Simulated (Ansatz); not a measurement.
Conformers of BrFHInS, SMILES `[F][In]([SH])[Br]`, each relaxed with PBE0-D4/def2-TZVP in Ansatz. CBS adds the triple-zeta coupled-cluster correction to the MP2 limit.

Elements past krypton have def2 core potentials. Outer-core shells of Br, In are correlated without core-valence functions. Scalar relativity is left out up to krypton. Spin–orbit coupling is left out.

Not all of them had a frequency check.

Conformer A:

Z-matrix (Å, degrees):
```
In
F 1 1.940
Br 1 2.433 2 115.6
S 1 2.350 2 116.5 3 180.0
H 4 1.346 1 91.4 2 0.0
```

Conformer B:

Z-matrix (Å, degrees):
```
In
F 1 1.935
Br 1 2.439 2 115.3
S 1 2.351 2 117.9 3 -179.9
H 4 1.345 1 92.2 2 -179.8
```

Which is lowest in electronic energy at CCSD(T)/CBS (frozen core, def2 sets), and by how much? (Estimate.)

Computed: A; B lies 0.5 kJ/mol higher. Gaps under about 2 kJ/mol don't settle the order.

Give the energies relative to A (kJ/mol) with ωB97M-V/def2-TZVPP, B2PLYP/def2-TZVPP, PBE0/def2-TZVPP, CCSD/def2-TZVPP, HF/def2-QZVPP, HF/CBS(def2), MP2/CBS(def2). (Estimate.)

Computed: 
| level | B |
| --- | --- |
| ωB97M-V/def2-TZVPP | 0.6 |
| B2PLYP/def2-TZVPP | 0.6 |
| PBE0/def2-TZVPP | 0.6 |
| CCSD/def2-TZVPP | 0.5 |
| HF/def2-QZVPP | 0.3 |
| HF/CBS(def2) | 0.3 |
| MP2/CBS(def2) | 0.5 |
